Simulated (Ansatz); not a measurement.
C10H10Cl4N2Sn, relaxed as a singlet with RKS PBE-D4/def2-SVP in Ansatz, starting from the GFN2-xTB geometry. Force threshold 0.03 eV/Å.

In the def2 sets Sn takes a core potential; there is no spin–orbit coupling.

Start:

```xyz
27

Sn    0.884    1.476   -2.002
N    -0.577    1.628    0.241
C    -0.198    1.047    1.365
C    -0.940    1.125    2.531
C    -2.123    1.845    2.514
C    -2.514    2.456    1.334
C    -1.704    2.318    0.219
H     0.736    0.506    1.326
H    -0.594    0.635    3.428
H    -2.728    1.930    3.405
H    -3.425    3.028    1.276
H    -1.960    2.771   -0.727
Cl    2.242    0.769   -3.809
N     0.927   -1.036   -1.042
C    -0.168   -1.658   -0.640
C    -0.154   -2.956   -0.160
C     1.057   -3.626   -0.102
C     2.201   -2.970   -0.527
C     2.085   -1.671   -0.992
H    -1.085   -1.092   -0.712
H    -1.071   -3.427    0.157
H     1.108   -4.640    0.266
H     3.165   -3.453   -0.501
H     2.944   -1.114   -1.335
Cl    0.518    3.784   -2.386
Cl    2.621    1.668   -0.330
Cl   -1.245    0.659   -2.799
```

Task: Estimate the energy that the relaxation releases and the steps that it takes.

Result: 0.51 eV, in 10 steps; 42 s on 2 threads of AMD EPYC 7R13 on a shared host and a share (18 GiB) of an NVIDIA H100 80GB HBM3. The force fell under the threshold at step 9, but the optimiser went on. No frequencies were taken in this run, so the end may be a saddle point.

Task: Does the start keep its bonding?

Result: Bonds formed: Sn1–N2, Sn1–N14 (atoms count from 1).

Task: Predict the relaxed structure.

Result: 
```xyz
27

Sn    0.789    1.294   -1.741
N    -0.517    1.540    0.232
C    -0.086    1.106    1.431
C    -0.846    1.286    2.593
C    -2.076    1.953    2.497
C    -2.504    2.416    1.244
C    -1.694    2.188    0.126
H     0.909    0.635    1.441
H    -0.467    0.915    3.556
H    -2.694    2.116    3.393
H    -3.456    2.952    1.124
H    -1.974    2.514   -0.888
Cl    2.136    0.606   -3.606
N     0.867   -0.966   -0.999
C    -0.249   -1.656   -0.698
C    -0.197   -2.997   -0.303
C     1.051   -3.634   -0.239
C     2.203   -2.908   -0.573
C     2.072   -1.566   -0.949
H    -1.197   -1.108   -0.816
H    -1.127   -3.531   -0.059
H     1.124   -4.690    0.063
H     3.201   -3.369   -0.546
H     2.935   -0.936   -1.213
Cl    0.455    3.641   -2.118
Cl    2.694    1.556   -0.220
Cl   -1.356    0.642   -2.732
```
Bond lengths: 8 × C–C 1.40 Å; 4 × C–N 1.35 Å; 4 × Cl–Sn 2.40 to 2.45 Å; 2 × N–Sn 2.38 Å; 10 × C–H 1.10 Å.
